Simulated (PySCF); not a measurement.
**NMR parameters from quadrupole coupling constants**

Compound: C₂H₈O₂SSi.
Z-matrix (Å and degrees, GFN2-xTB geometry), rows numbered from 1:
```
C 
O   1  1.4006
Si  2  1.6215  1  127.92
C   3  1.8935  2  115.74  1   -71.86
O   3  1.6180  2  106.19  1   169.49
S   3  2.1719  2  105.97  1    50.93
H   1  1.0916  2  110.54  3    70.78
H   1  1.0896  2  107.65  3  -169.68
H   1  1.0918  2  110.62  3   -50.02
H   4  1.0854  3  110.17  2   -53.45
H   4  1.0864  3  111.70  2    66.66
H   4  1.0848  3  111.39  2  -172.82
H   5  0.9550  3  120.61  2   -37.63
H   6  1.3211  3   96.20  2   169.12
```

Computed at PBE0/pcSseg-1 (PySCF, non-relativistic):

```
atom                environment  nucleus  spin I    Q (b)  CQ = χzz (MHz)      η
  O2         silyl ether oxygen      17O     5/2  -0.0256         -10.255  0.414
  O5             silanol oxygen      17O     5/2  -0.0256          -9.093  0.417
  S6  sulfur bonded to Si and H      33S     3/2  -0.0678          31.723  0.889
```

Work back to Vxx, Vyy and Vzz; CQ/MHz = 234.96 (Q/b)(Vzz/au).

Vxx = −Vzz(1 − η)/2 and Vyy = −Vzz(1 + η)/2, in au:

| atom | Vxx (au) | Vyy (au) | Vzz (au) | Vzz (10²¹ V/m²) |
| --- | --- | --- | --- | --- |
| O2 | -0.500 | -1.205 | 1.705 | 16.57 |
| O5 | -0.441 | -1.071 | 1.512 | 14.69 |
| S6 | 0.111 | 1.881 | -1.991 | -19.35 |

Give the quadrupolar product PQ = |CQ|√(1 + η²/3), the quadrupolar frequency νQ = 3|CQ|/[2I(2I − 1)] and the Larmor frequency ν0 = |g| × 7.62259 MHz/T × B at 7.05 T, with g(17O) = −0.75752, g(33S) = 0.42921.

```tsv
atom	PQ (MHz)	νQ (MHz)	ν0 (MHz)	νQ/ν0
O2	10.54	1.538	40.71	0.038
O5	9.353	1.364	40.71	0.034
S6	35.66	15.86	23.07	0.688
```

For O2: PQ = 10.25 × 1.0281, νQ = 10.25 × 0.1500, ν0 = 5.7742 MHz/T × 7.05 T.

For S6 νQ isn't small against ν0, so the high-field expansions of solid-state NMR fail there at this field.

Second-order quadrupolar shift of the central transition's centre of gravity (half-integer spins, νQ < ν0/10) at 7.05 and 14.1 T.

δ = −(3/40)(PQ/ν0)² [I(I + 1) − 3/4]/[I²(2I − 1)²], in ppm:

```
     site  7.05 T  14.1 T
17O at O2    -402    -101
17O at O5    -317   -79.2
```

In the extreme-narrowing limit, with isotropic tumbling and one correlation time, the quadrupolar linewidth goes as PQ². What relative widths follow for the 17O sites?

O2 1, O5 0.79, with O2 as 1.

Quadrupolar 1/T1 and linewidth for τc = 1 ps (extreme narrowing, isotropic tumbling)?

1/T1 = 1/T2 = (3π²/10)(2I + 3)/[I²(2I − 1)] × PQ² × τc; the width is 1/(πT2).

```tsv
site	spin factor (2I + 3)/[I²(2I − 1)]	1/T1 (s⁻¹)	T1 (ms)	linewidth (Hz)
17O at O2	0.320	105	9.49	33.5
17O at O5	0.320	82.9	12.1	26.4
33S at S6	1.333	5020	0.199	1600
```

One conformer (not necessarily the lowest) at the GFN2-xTB geometry, without solvent, vibrations or thermal averaging. GFN2-xTB bond lengths can be off by several hundredths of an ångström, more for odd bonds, and the gradients follow them. With a basis this small, the couplings can be 20 % off.
